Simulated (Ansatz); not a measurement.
Ansatz (a program for electronic structure) job for Si(Cl)(SH) (ClHSSi), SMILES S[Si]Cl (connectivity only; charge and spin as stated), neutral, multiplicity 1, PBE0-D3(BJ)/def2-TZVP. 

Ansatz 0.2 input:
```yaml
crystal:
  periodic: [false, false, false]
  atoms:
    - {symbol: Si, position_ang: [0.94427595, 0.07405278, -0.00000000]}
    - {symbol: Cl, position_ang: [-0.39874116, 1.61149318, 0.00000000]}
    - {symbol: S, position_ang: [-0.43483436, -1.61804564, -0.00000000]}
    - {symbol: H, position_ang: [0.51608617, -2.54339269, 0.00000001]}
basis:
  gaussian:
    orbitals: def2-TZVP
hamiltonian:
  xc: pbe0
  dispersion: d3bj
relax: {f_tol: 0.002, max_steps: 200}
```

Program output:

```
WARN ansatz: RAYON_NUM_THREADS=1 ignored (pool sized by the plan → 1); use --threads N
Functional definition: PBE0
integrals: 0.04 GiB planned
851 factors; their error is unknown
mean field: 0.39 GiB planned
mean field evaluation 1: about -31242.0937 eV, gradient 1.7e1 eV
mean field evaluation 2: about -31241.7474 eV, gradient 2.1e1 eV
mean field evaluation 4: about -31242.8905 eV, gradient 8.1e-1 eV
mean field evaluation 8: about -31242.9863 eV, gradient 1.4e-1 eV
mean field evaluation 16: about -31242.9863 eV, gradient 7.0e-5 eV
mean field -31242.98632955 eV, -1148.1585703543 hartree, gradient 7.0e-5 eV, S^2 0.000000; 0 other end points of the search recorded, 0 dependent functions left out
the calculation of the forces begins
reference -31242.98635287 eV, -1148.1585712113 hartree; 24, 24 occupied and 93, 93 virtual orbitals, 851 factors
relax step   1: F+E_penalty+E_count = -31243.09437558 eV  Δ(F+E_penalty+E_count) = +0.000e0 eV  max|allowed force component| = 9.770e-1 eV/Å  Δτ_max = 0.0000 Å  (26 SCF iters, accepted)
these checks for a lower state are left out or cut short: starts, cluster_reference, orbital_swaps, neighbouring_geometries, increment
integrals: 0.04 GiB planned
851 factors; their error is unknown
mean field: 0.39 GiB planned
mean field -31242.99686691 eV, -1148.1589575950 hartree, gradient 9.7e-6 eV, S^2 0.000000; 0 other end points of the search recorded, 0 dependent functions left out
the calculation of the forces begins
reference -31242.99689014 eV, -1148.1589584488 hartree; 24, 24 occupied and 93, 93 virtual orbitals, 851 factors
relax step   2: F+E_penalty+E_count = -31243.10636285 eV  Δ(F+E_penalty+E_count) = -1.199e-2 eV  max|allowed force component| = 4.864e-1 eV/Å  Δτ_max = 0.0982 Å  (29 SCF iters, accepted)
these checks for a lower state are left out or cut short: starts, cluster_reference, orbital_swaps, neighbouring_geometries, increment
integrals: 0.04 GiB planned
851 factors; their error is unknown
mean field: 0.39 GiB planned
mean field evaluation 32: about -31243.0263 eV, gradient 1.7e-5 eV
mean field -31243.02627343 eV, -1148.1600382648 hartree, gradient 1.7e-5 eV, S^2 0.000000; 0 other end points of the search recorded, 0 dependent functions left out
the calculation of the forces begins
reference -31243.02629679 eV, -1148.1600391231 hartree; 24, 24 occupied and 93, 93 virtual orbitals, 851 factors
relax step   3: F+E_penalty+E_count = -31243.13503497 eV  Δ(F+E_penalty+E_count) = -2.867e-2 eV  max|allowed force component| = 1.742e-1 eV/Å  Δτ_max = 0.0643 Å  (28 SCF iters, accepted)
these checks for a lower state are left out or cut short: starts, cluster_reference, orbital_swaps, neighbouring_geometries, increment
integrals: 0.04 GiB planned
851 factors; their error is unknown
mean field: 0.39 GiB planned
mean field -31243.02756871 eV, -1148.1600858655 hartree, gradient 1.9e-5 eV, S^2 0.000000; 0 other end points of the search recorded, 0 dependent functions left out
the calculation of the forces begins
reference -31243.02759208 eV, -1148.1600867243 hartree; 24, 24 occupied and 93, 93 virtual orbitals, 851 factors
relax step   4: F+E_penalty+E_count = -31243.13630678 eV  Δ(F+E_penalty+E_count) = -1.272e-3 eV  max|allowed force component| = 5.479e-2 eV/Å  Δτ_max = 0.0056 Å  (29 SCF iters, accepted)
these checks for a lower state are left out or cut short: starts, cluster_reference, orbital_swaps, neighbouring_geometries, increment
integrals: 0.04 GiB planned
851 factors; their error is unknown
mean field: 0.39 GiB planned
mean field -31243.02766839 eV, -1148.1600895284 hartree, gradient 1.0e-5 eV, S^2 0.000000; 0 other end points of the search recorded, 0 dependent functions left out
the calculation of the forces begins
reference -31243.02769175 eV, -1148.1600903871 hartree; 24, 24 occupied and 93, 93 virtual orbitals, 851 factors
relax step   5: F+E_penalty+E_count = -31243.13644802 eV  Δ(F+E_penalty+E_count) = -1.412e-4 eV  max|allowed force component| = 4.615e-3 eV/Å  Δτ_max = 0.0029 Å  (24 SCF iters, accepted)
these checks for a lower state are left out or cut short: starts, cluster_reference, orbital_swaps, neighbouring_geometries, increment
integrals: 0.04 GiB planned
851 factors; their error is unknown
mean field: 0.39 GiB planned
mean field -31243.02766738 eV, -1148.1600894915 hartree, gradient 3.1e-5 eV, S^2 0.000000; 0 other end points of the search recorded, 0 dependent functions left out
the calculation of the forces begins
reference -31243.02769075 eV, -1148.1600903502 hartree; 24, 24 occupied and 93, 93 virtual orbitals, 851 factors
relax step   6: F+E_penalty+E_count = -31243.13644911 eV  Δ(F+E_penalty+E_count) = -1.090e-6 eV  max|allowed force component| = 5.527e-4 eV/Å  Δτ_max = 0.0003 Å  (19 SCF iters, accepted)
integrals: 0.04 GiB planned
851 factors; their error is unknown
mean field: 0.39 GiB planned
mean field evaluation 64: about -31243.0277 eV, gradient 1.1e-2 eV
mean field -31243.02766738 eV, -1148.1600894915 hartree, gradient 3.1e-5 eV, S^2 0.000000; 1 other end points of the search recorded, 0 dependent functions left out
the calculation of the forces begins
reference -31243.02769075 eV, -1148.1600903502 hartree; 24, 24 occupied and 93, 93 virtual orbitals, 851 factors
Total energy: -31243.13647247 eV, -1148.1640880049 hartree
Atom 0 at     0.963913     0.027204     0.000000 Å, force    -0.000091    -0.000152    -0.000000 eV/Å
Atom 1 at    -0.418830     1.589096    -0.000000 Å, force     0.000068     0.000249     0.000000 eV/Å
Atom 2 at    -0.442831    -1.578323     0.000000 Å, force    -0.000530     0.000150    -0.000000 eV/Å
Atom 3 at     0.524535    -2.513869     0.000000 Å, force     0.000553    -0.000247     0.000000 eV/Å
Dipole moment:     0.227473    -0.273846    -0.000000 e Å
```

Self-consistency was reached.
